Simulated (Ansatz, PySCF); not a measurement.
C5H8O2, charge -1, doublet, at a GFN2-xTB geometry (a state made from the parent by changing its charge; the spin is typed, not shown lowest) (in this run its highest filled SCF level lies above zero, so its values depend strongly on the basis, on diffuse functions most of all). Base run: B3LYP/STO-3G in PySCF.

Here is a job for PySCF.
```python
from pyscf import gto, scf, dft

mol = gto.M(
    atom='''
C     2.632575    0.015546    0.274197
C     1.167823   -0.448072    0.175201
O     0.920784   -1.693618    0.295945
C     0.243045    0.584127   -0.043289
C    -1.131382    0.486470   -0.175901
C    -1.919740   -0.771156   -0.110493
O    -1.919327    1.658812   -0.396545
H     2.953905    0.512972   -0.645886
H     2.770732    0.718657    1.101110
H     3.273465   -0.848831    0.443163
H     0.664325    1.589044   -0.117433
H    -2.654498   -0.750819    0.704318
H    -2.471522   -0.956282   -1.040797
H    -1.208833   -1.576497    0.058864
H    -1.293155    2.388717   -0.416826
''',
    basis='sto-3g',
    charge=-1,
    spin=1,
    verbose=4,
)

mf = dft.UKS(mol)
mf.xc = 'b3lyp'
mf.kernel()
```

The same geometry, method and basis name were run in Ansatz (a quantum-chemistry and plane-wave program) and PySCF, at each program's defaults and at the settings that a row names. The base is PySCF at its defaults. Differences at the defaults can come from grids, fitting, cores and function types together.

```json
[
 {"code and settings": "PySCF, defaults (exact integrals, its default grid, spherical functions)", "ΔE vs base (mEh)": "0.000", "basis functions": "43", "E (Eh)": "-341.13885", "SCF cycles": "14"},
 {"code and settings": "Ansatz, defaults (factorised integrals, its default grid, spherical functions)", "ΔE vs base (mEh)": "0.003", "basis functions": "43", "E (Eh)": "-341.13884", "SCF cycles": "-"},
 {"code and settings": "PySCF, density fitting with def2-universal-jkfit", "ΔE vs base (mEh)": "-2.054", "basis functions": "43", "E (Eh)": "-341.14090", "SCF cycles": "14"},
 {"code and settings": "PySCF, fine grid", "ΔE vs base (mEh)": "-0.002", "basis functions": "43", "E (Eh)": "-341.13885", "SCF cycles": "14"},
 {"code and settings": "Ansatz, high accuracy", "ΔE vs base (mEh)": "-0.002", "basis functions": "43", "E (Eh)": "-341.13885", "SCF cycles": "-"}
]
```

Open shells are given as the SCF converged; they aren't shown to be the lowest states, and a large step between rows can be another state.
